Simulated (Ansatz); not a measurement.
Cd₄O₄⁻, relaxed as a doublet with UKS PBE-D4/def2-SVPD in Ansatz, starting from the GFN1-xTB geometry. Force threshold 0.02 eV/Å.

In the def2 sets Cd takes a core potential; there is no spin–orbit coupling. The structure holds one bond between oxygen atoms, so isomers without such links may lie far lower. The gap within one spin of the charge -1 doublet nearly closes, so an electron or hole may be smeared out by delocalisation error. Another isomer (doublet) lies 1.42 eV lower at PBE0-D4/def2-TZVPD; other spin states weren't run for this one.

Start:

Cartesian coordinates in Å:
```
Cd 1.9886 1.8331 0.0840
Cd -2.6541 -0.2700 -2.0371
Cd 0.4539 -0.5540 0.0968
Cd 0.1844 0.8496 2.5465
O 2.3680 -1.3056 1.2177
O -1.1140 0.3243 -0.7366
O 2.9194 -0.3725 1.9830
O -4.1462 -0.5049 -3.1543
```

```
         step  energy (eV)  largest force component (eV/Å)  SCF passes
            1  -26429.9617                           1.513          62
            2  -26430.2075                           0.474          42
            3  -26430.2861                           0.415          44
            4  -26430.3481                           0.270          40
            5  -26430.4307                           0.297          38
            6  -26430.4457                           0.246          33
            7  -26430.4666                           0.155          45
            8  -26430.4741                           0.232          37
 9 (rejected)  -26430.4234                           0.670          51
           10  -26430.4773                           0.140          45
11 (rejected)  -26430.4764                           0.155          38
           12  -26430.4827                           0.029          39
           13  -26430.4830                           0.015          37
```

Force components are those of the run's own axes.

End:

```
atom   x (Å)   y (Å)   z (Å)
 Cd1   2.817   1.795   0.387
 Cd2  -2.634  -0.330  -2.041
 Cd3   0.082   0.085   0.074
 Cd4   0.749   0.730   3.176
  O5   1.703  -1.152   0.800
  O6  -1.539   0.858  -0.831
  O7   2.591  -0.612   1.663
  O8  -3.769  -1.375  -3.228
```

Bonds lost: Cd1–Cd4 (atoms count from 1).

No frequencies were taken in this run, so the end may be a saddle point.

Hardware: 4 threads of Arm Neoverse N1 on a shared host. Wall time 2.8 min.
